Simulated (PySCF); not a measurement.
## [Lu(H2O)4]3+ at several levels of theory

Computed with PySCF 2.14.0 (density fitting, no spin-orbit coupling) at the geometry relaxed with B3LYP:

```xyz
13
[Lu(H2O)4]3+ (singlet in the valence; each metal's 4f electrons, 14 of them, lie in its core potential, out of spins and levels)
Lu    0.0000    0.0000    0.0000
O     1.3195    1.2988    1.2305
H     2.1310    1.0453    1.7351
H     1.2387    2.2700    1.3966
O    -1.3195   -1.2305    1.2988
H    -1.2387   -1.3966    2.2700
H    -2.1310   -1.7351    1.0453
O     1.3195   -1.2988   -1.2305
H     1.2387   -2.2700   -1.3966
H     2.1310   -1.0453   -1.7351
O    -1.3195    1.2305   -1.2988
H    -2.1310    1.7351   -1.0453
H    -1.2387    1.3966   -2.2700
```

| level | basis | state | HOMO (eV) | gap (eV) | charge on Lu1 (e) | population of f-type functions on Lu1 (polarisation alone where 4f lies in the core) | dipole about the centre of mass (D) | largest force component (eV/Å) |
| --- | --- | --- | --- | --- | --- | --- | --- | --- |
| B3LYP | Lu lcecp-1-SVP with ECP60, O def2-SVP, H def2-SVP | singlet | -24.30 | 9.04 | 1.61 | 0.05 | 0.00 | 0.01 |
| revPBE | the same | singlet | -22.69 | 6.81 | 1.53 | 0.05 | 0.00 | 0.28 |
| r2SCAN | the same | singlet | -23.20 | 7.57 | 1.66 | 0.05 | 0.00 | 0.04 |
| CAM-B3LYP | the same | singlet | -26.15 | 12.35 | 1.63 | 0.05 | 0.00 | 0.04 |
| B3LYP | Lu lcecp-1-TZVP with ECP60, O def2-TZVP, H def2-TZVP | singlet | -24.33 | 9.11 | 2.03 | 0.06 | 0.00 | 0.25 |

In the lcecp rows the 4f levels are missing from HOMO and gap, and the state counts the valence alone.

Charges are Mulliken's, which hang on the basis. The relaxation used the grid (50, 194), these runs (75, 302) or, all-electron (x2c bases, spin-free X2C Hamiltonian), (99, 590).

**Question.** What does wB97X with Lu lcecp-1-SVP with ECP60, O def2-SVP, H def2-SVP give here?

**Answer.** state singlet, HOMO (eV) -27.23, gap (eV) 14.55, charge on Lu1 (e) 1.68, population of f-type functions on Lu1 (polarisation alone where 4f lies in the core) 0.05, dipole about the centre of mass (D) 0.00, largest force component (eV/Å) 0.17. Time: 19 s on 2 threads of Arm Neoverse N1 (shared host), from an already converged density.

In the first row's basis the gap widens with exact exchange: 6.8 to 7.6 eV for revPBE, r2SCAN (none); 9.0 eV for B3LYP (a fixed share); 12.4 to 14.5 eV for CAM-B3LYP, wB97X (rising or full at long range).

An lcecp potential fixes the number of 4f electrons, so in runs with it no electron can move into or out of that shell.
